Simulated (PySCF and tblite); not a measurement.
Results of a calculation; reference values are marked as such.
# Conformers and averaged properties: 2‐ethylphenol, C₈H₁₀O, numbered as in [CH3:1][CH2:2][c:3]1[cH:4][cH:5][cH:6][cH:7][c:8]1[OH:9]

Search: ETKDG and KDG, MMFF94s, GFN2-xTB, 90 starts; geometries at PBE0-D3(BJ)/def2-SVP. Weights use CAM-B3LYP-D3(BJ)/def2-SVPD (IEF-PCM, chloroform) energies plus GFN2-xTB zero-point and thermal terms (modes under about 100 cm⁻¹ blended into free rotors). Symmetry numbers and mirror images are counted. Conformers within 3 kcal/mol (GFN2-xTB free energy) were kept, 8 at most. GIAO shieldings: wB97X-D/pcSseg-1 (IEF-PCM, chloroform). Couplings: B3LYP/pcSseg-1 with pcJ-1 on H (gas phase; spin-dipole term only for pairs with B, N, F, Si or P). Couplings are for ¹H. Shifts are against TMS (¹H), TMS (¹³C) at the same level. (PySCF 2.14, tblite 0.8.)

Torsions listed: C1–C2–C3–C4, C3–C8–O9–H9. Of a mirror pair one member is shown.

```tsv
conformer	shape	symmetry	E(GFN2) kcal/mol	E(DFT) kcal/mol	G(298.15 K) kcal/mol	weight %	dipole D
1	101°, -179°	C1 (pair)	0.00	0.00	0.00	60.0	1.37
2	1°, 180°	Cs	0.77	0.19	0.67	19.5	1.26
3	-100°, 5°	C1 (pair)	0.47	0.73	0.83	14.7	2.25
4	2°, -1°	Cs	1.85	0.79	1.39	5.8	2.40
```

Weights (%) against temperature:

```json
{"T (K)": "150", "1": "75.2", "2": "17.7", "3": "5.2", "4": "1.9", "S(mix) cal/mol/K": "2.60"}
{"T (K)": "200", "1": "68.7", "2": "19.0", "3": "8.9", "4": "3.4", "S(mix) cal/mol/K": "2.86"}
{"T (K)": "250", "1": "63.7", "2": "19.4", "3": "12.2", "4": "4.7", "S(mix) cal/mol/K": "3.04"}
{"T (K)": "298.15", "1": "60.0", "2": "19.5", "3": "14.7", "4": "5.8", "S(mix) cal/mol/K": "3.16"}
{"T (K)": "400", "1": "54.3", "2": "19.4", "3": "18.8", "4": "7.5", "S(mix) cal/mol/K": "3.31"}
```

Averaged shifts at 298.15 K. ¹H: 7.39 (H4, 1H), 7.37 (H6, 1H), 7.07 (H5, 1H), 6.89 (H7, 1H), 2.51 (H2, 2H), 1.22 (H1, 3H) ppm. ¹³C: 162.3 (C8), 137.1 (C4), 136.0 (C3), 135.2 (C6), 126.4 (C5), 119.1 (C7), 26.3 (C2), 16.0 (C1) ppm.

Averaged couplings (Hz): ²J(H1,H1) -14.0, ³J(H1,H2) 8.4, ²J(H2,H2) -16.0, ⁴J(H2,H4) -0.8, ⁶J(H2,H6) -0.7, ³J(H4,H5) 8.3, ⁴J(H4,H6) 1.1, ³J(H5,H6) 8.3, ⁴J(H5,H7) 0.6, ³J(H6,H7) 8.8.

Coordinates of conformer 1 (Å):

```xyz
19

C    -2.515   -0.154    0.428
C    -1.611    0.126   -0.770
C    -0.151   -0.050   -0.456
C     0.556   -1.193   -0.830
C     1.902   -1.368   -0.507
C     2.565   -0.378    0.212
C     1.884    0.775    0.598
C     0.537    0.940    0.269
O    -0.159    2.046    0.624
H    -2.280    0.527    1.259
H    -3.575   -0.017    0.165
H    -2.384   -1.186    0.788
H    -1.877   -0.542   -1.604
H    -1.782    1.157   -1.120
H     0.030   -1.966   -1.398
H     2.429   -2.273   -0.817
H     3.619   -0.495    0.475
H     2.401    1.558    1.162
H     0.423    2.647    1.100
```

H on N, O and S are left out: they exchange, and hydrogen bonds move them by several ppm. Shifts are unscaled: against experiment ¹³C can be off by 15 ppm or more and ¹H by 0.8 ppm.

Search and properties took 6.9 min on 1 thread of Arm Neoverse V2, shared host (rough), launched as `OMP_NUM_THREADS=1 python ens_run.py task.json out`.
